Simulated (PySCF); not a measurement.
Species: C5H16Ge2Si.
SMILES with atom numbers: `[SiH3:1][Ge@H:2]([GeH3:3])[CH:4]1[CH2:5][CH2:6][CH2:7][CH2:8]1` (hydrogens: H9, H10, H11 on Si1; H12 on Ge2; H13, H14, H15 on Ge3; H16 on C4; H17, H18 on C5; H19, H20 on C6; H21, H22 on C7; H23, H24 on C8)

Computed, not measured: PBE0-D3(BJ)/def2-SVP geometry optimisation, gas phase in PySCF.

(1) What internal coordinates does the optimisation give?

Answers

(1) 
```tsv
bond	length (bohr)	order
Si1–Ge2	4.502	single
Ge2–Ge3	4.586	single
Ge2–C4	3.724	single
C4–C5	2.890	single
C5–C6	2.892	single
C6–C7	2.916	single
C7–C8	2.921	single
C4–C8	2.899	single
Si1–H9, Si1–H10, Si1–H11	2.828	single
Ge2–H12	2.922	single
Ge3–H13, Ge3–H14, Ge3–H15	2.913	single
C4–H16	2.088	single
C5–H17	2.080	single
C5–H18	2.089	single
C6–H19	2.082	single
C6–H20	2.080	single
C7–H21	2.079	single
C7–H22	2.080	single
C8–H23	2.080	single
C8–H24	2.085	single
```

Bonds in one row agree within 0.02 bohr and their mean is given. Orders are formal, as drawn. A selection of angles:
```tsv
angle	degrees
Si1–Ge2–Ge3	109.0
Si1–Ge2–C4	109.9
Ge3–Ge2–C4	109.7
Ge2–C4–C5	115.6
Ge2–C4–C8	114.0
C5–C4–C8	102.9
C4–C5–C6	103.0
C5–C6–C7	105.1
C6–C7–C8	106.0
C4–C8–C7	105.3
```

Torsions: Si1–Ge2–C4–C5 171° (antiperiplanar); Ge2–C4–C5–C6 -167° (antiperiplanar); C4–C5–C6–C7 35° (synclinal); C5–C6–C7–C8 -14° (synperiplanar); C6–C7–C8–C4 -12° (synperiplanar); Ge2–C4–C8–C7 160° (antiperiplanar).

The 5-membered ring C4–C5–C6–C7–C8 has internal angles of 102.9° to 106.0°; it is puckered, 0.18 Å rms from its mean plane, widest ring torsion 42°. Ge3 (germanium bonded to Ge and 3 H) is tetrahedral (angles from 107.9° to 111.8°). Ge2 (germanium bonded to C, Ge, Si and H) is tetrahedral (angles from 108.7° to 110.1°). Si1 (SiH3 silicon) is tetrahedral (angles from 108.2° to 111.0°).

Point group: C1 (no symmetry element, even within 0.4 Å). Stationary, but not proved a minimum. The numbers are those of one conformer.
